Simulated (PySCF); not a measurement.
**Computed structure and properties of [Dy(SH)2]+**

System: [Dy(SH)2]+ (singlet in the valence; each metal's 4f electrons, 9 of them, lie in its core potential, out of spins and levels); start: template (C2). Method: PySCF 2.14.0, RKS PBE0, Dy lcecp-1-SVP with ECP55, S def2-SVP, H def2-SVP; non-relativistic Hamiltonian with scalar-relativistic core potentials where named; density fitting; no spin-orbit coupling.

Input of the relaxation:

```python
mol = gto.M(atom='''
Dy     0.00000     0.00000    -0.30818
S      2.46910    -0.00000     0.79682
H      3.28330    -0.33650    -0.21458
S     -2.46910     0.00000     0.79682
H     -3.28330     0.33650    -0.21458''',
    basis={'Dy': 'lcecp-1-SVP', 'S': 'def2-SVP', 'H': 'def2-SVP'},
    ecp={'Dy': 'lcecp-1-SVP'},
    charge=1, spin=0)
mf = dft.RKS(mol, xc='PBE0')
mf.grids.atom_grid = (50, 194)  # f atoms: unpruned, at least (60, 302)
mf = mf.density_fit()  # fitting sets: Dy AutoAux, S def2-universal-JKFIT, H def2-universal-JKFIT
mf.conv_tol = 1e-08; mf.max_cycle = 55
mf.kernel(dm0)  # dm0: converged density of the start geometry
# quasi-Newton relaxation in Cartesian coordinates to a largest gradient under 0.00045 Eh/bohr, steps kept in the point group
```

Run from Python with OMP_NUM_THREADS=2; the lines above give its settings. Where DIIS fails, smearing, a level shift and second-order steps follow.
It took 20 s on 2 threads of Arm Neoverse V1, with other jobs on the host, from the converged density of the start.

Course of the relaxation:

| step | energy above end (eV) | largest force component within the symmetry (eV/Å) |
| --- | --- | --- |
| 0 | 0.7194 | 1.883 |
| 1 | 0.4140 | 1.011 |
| 2 | 0.1901 | 0.708 |
| 3 | 0.1011 | 0.528 |
| 4 | 0.0186 | 0.361 |
| 5 | 0.0031 | 0.131 |
| 6 | 0.0006 | 0.079 |
| 7 | 0.0001 | 0.035 |
| 8 | 0.0000 | 0.023 |

Relaxed geometry (C2, nearly C2v):

```xyz
5

Dy    0.0000    0.0000   -0.7417
S     1.8778   -0.0778    0.8690
H     2.8487   -0.2341   -0.0700
S    -1.8778    0.0778    0.8690
H    -2.8487    0.2341   -0.0700
```

```json
{"contact": "Dy1–S2 (SH)", "Å": "2.475"}
{"contact": "Dy1–S4 (SH)", "Å": "2.475"}
```

On the finer grid (75, 302):

| Item | Value |
| --- | --- |
| HOMO | -12.16 eV |
| LUMO | -7.52 eV |
| Dipole about the centre of mass | 7.37 D |
| Set of Mulliken populations of Dy1 outside the core potential | s 2.34, p 6.20, d 1.34, f 0.03 |
| D3(BJ) dispersion energy (not in the energies) | -0.120 eV |

```tsv
atom	Mulliken (e)	Löwdin (e)	spin (e)
Dy1	1.09	0.52	0.00
S2	-0.19	0.19	0.00
H3	0.15	0.05	0.00
S4	-0.19	0.19	0.00
H5	0.15	0.05	0.00
```

The 4f levels lie in the core potential and are missing. Their spin isn't counted.

On the grid (50, 194), as all that follows. Harmonic modes: a minimum; lowest 71 cm⁻¹ (negative: unstable), highest 2656 cm⁻¹, zero-point energy 0.447 eV.

Taking off one SH (charge -1, singlet; the rest: singlet) in vacuum, both parts rigid, costs 14.53 eV; the small basis without counterpoise inflates it. Most of it is the attraction of opposite charges; other ways to part are cheaper, and one spin state was tried for the rest.

Rigid scan of SH along the line from its metal:

(distance to S2 (Å), energy (eV)): (2.18, 0.855), (2.28, 0.333), (2.38, 0.073), (2.48, 0.000), (2.58, 0.057), (2.68, 0.204), (2.88, 0.657), (3.18, 1.484), (3.58, 2.538), (4.08, 3.549)

One start shape was tried, so this needn't be the lowest isomer.

An lcecp potential fixes the number of 4f electrons, so in runs with it no electron can move into or out of that shell.
